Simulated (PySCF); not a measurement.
o-xylylene (C8H8), SMILES C=c1ccccc1=C. Coordinates come from a PBE-D3(BJ)/def2-SVP optimisation.

Task: Give the equilibrium geometry at PBE-D3(BJ)/def2-SVP (PySCF confirms it by a frequency run) as bond lengths and angles, and its point group. (An estimate is asked for; the answer gives what the named calculation found.)

Result: point group C2.
Atoms: C1 C2 C3 C4 C5 C6 C7 C8 H9 H10 H11 H12 H13 H14 H15 H16. Bonded distances (Å): C1–C2 1.366, C1–H9 1.100, C1–H10 1.100, C2–C3 1.461, C2–C7 1.499, C3–C4 1.365, C3–H11 1.101, C4–C5 1.450, C4–H12 1.101, C5–C6 1.365, C5–H13 1.101, C6–C7 1.461, C6–H14 1.101, C7–C8 1.366, C8–H15 1.100, C8–H16 1.100. Bond angles (°): C2–C1–H9 122.4, C2–C1–H10 120.4, H9–C1–H10 117.2, C1–C2–C3 119.5, C1–C2–C7 123.4, C3–C2–C7 117.1, C2–C3–C4 122.0, C2–C3–H11 117.4, C4–C3–H11 120.5, C3–C4–C5 120.5, C3–C4–H12 120.2, C5–C4–H12 119.2, C4–C5–C6 120.5, C4–C5–H13 119.2, C6–C5–H13 120.2, C5–C6–C7 122.0, C5–C6–H14 120.5, C7–C6–H14 117.4, C2–C7–C6 117.1, C2–C7–C8 123.4, C6–C7–C8 119.5, C7–C8–H15 120.4, C7–C8–H16 122.4, H15–C8–H16 117.2.
